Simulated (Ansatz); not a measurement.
`NC[SiH2]O` and `O[SiH2]CBr` differ in one atom or group.

Ansatz, PBE0-D4/def2-TZVP geometries, multiplicity 1. Each molecule was computed in one conformer, which needn't be the lowest.

Scalar relativity is left out up to krypton. Spin–orbit coupling is left out; it splits and shifts lone-pair levels of the heavy atoms by tenths of an eV.

```json
{"property": "HOMO–LUMO gap (ωB97M-V/def2-TZVPP) / eV", "`NC[SiH2]O`": "11.63"}
{"property": "HOMO–LUMO gap (PBE/def2-TZVPP) / eV", "`NC[SiH2]O`": "5.41"}
{"property": "HOMO–LUMO gap (B3LYP/def2-TZVPP) / eV", "`NC[SiH2]O`": "7.20"}
{"property": "zero-point energy (PBE0-D4/def2-TZVP) / kJ/mol", "`NC[SiH2]O`": "227.0"}
{"property": "ideal-gas entropy at 298 K and 1 bar (rigid rotor, harmonic PBE0-D4/def2-TZVP) / J/(mol·K)", "`NC[SiH2]O`": "320"}
{"property": "LUMO energy (ωB97M-V/def2-TZVPP) / eV", "`NC[SiH2]O`": "1.99"}
```

(1) Give the same properties after the change, and the shifts. (Best estimate.)

## Answers

(1) The calculation gave: 
```tsv
property	`O[SiH2]CBr`	shift
HOMO–LUMO gap (ωB97M-V/def2-TZVPP) / eV	11.41	-0.22
HOMO–LUMO gap (PBE/def2-TZVPP) / eV	5.10	-0.31
HOMO–LUMO gap (B3LYP/def2-TZVPP) / eV	6.84	-0.36
zero-point energy (PBE0-D4/def2-TZVP) / kJ/mol	154.9	-72.1
ideal-gas entropy at 298 K and 1 bar (rigid rotor, harmonic PBE0-D4/def2-TZVP) / J/(mol·K)	340	20
LUMO energy (ωB97M-V/def2-TZVPP) / eV	1.37	-0.62
```

With PBE0 the HOMO falls by 0.54 eV and the LUMO falls by 0.92 eV, so the gap narrows by about 0.38 eV. PBE moves the HOMO by -0.71 eV and ωB97M-V by -0.41 eV. The zero-point energy changes by -72.1 kJ/mol with -6 modes.

B3LYP here is the variant with VWN-RPA as its local correlation; programs differ in this.
